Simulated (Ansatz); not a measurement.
Ideal-gas functions of H$_{4}$NPSSe (`NP(S)[SeH]`) at 800 K and 1 bar, from an Ansatz frequency run at PBE0-D4/def2-TZVP.

Molar mass 160.04 g/mol, point group C1 (symmetry number 1), electronic degeneracy 1, moments of inertia 107.957, 349.851, 412.271 u Å². Harmonic wavenumbers (cm⁻¹, unscaled): 122, 149, 182, 235, 260, 337, 378, 475, 605, 719, 806, 839, 1013, 1572, 2446, 2715, 3533, 3638.

Use S(trans) = R[1.5 ln M + 2.5 ln T − 1.1517]; rotational temperatures θ = 24.2544 K / I; S(rot) = R[ln(√π/σ · √(T³/θAθBθC)) + 1.5]; for each mode x = 1.438777 ν̃/T, S = R[x/(eˣ − 1) − ln(1 − e⁻ˣ)] and H = RT x/(eˣ − 1); 1 cm⁻¹ = 0.0119627 kJ/mol; R = 8.31446 J/(mol·K).

Question: By hand: the entropy, in J/(mol·K).

Answer: Translation 192.7. Rotation: θ = 0.2247, 0.0693, 0.0588 K, giving 129.7. Vibration, mode by mode: 20.94, 19.29, 17.64, 15.54, 14.71, 12.60, 11.68, 9.87, 8.01, 6.73, 5.92, 5.64, 4.39, 1.99, 0.56, 0.37, 0.11, 0.09, in all 156.1. Electronic 0.0. Sum 478.5 J/(mol·K).

Question: By hand: H − E and G − E in kJ/mol, counted from the electronic energy.

Answer: Zero-point energy ½ × 20024 × 0.0119627 = 119.8; thermal vibration 58.6; translation, rotation and pV give 4 RT = 26.6. H − E = 205.0 kJ/mol, and G − E = 205.0 − 800 × 478.5/1000 = -177.8 kJ/mol.

Vibration gives 33 % of the entropy, 40.2 J/(mol·K) of it from the modes under 150 cm⁻¹: soft modes count most, and the harmonic formula is weakest for them. The sum counts one conformer and one mirror image; others add a mixing term.
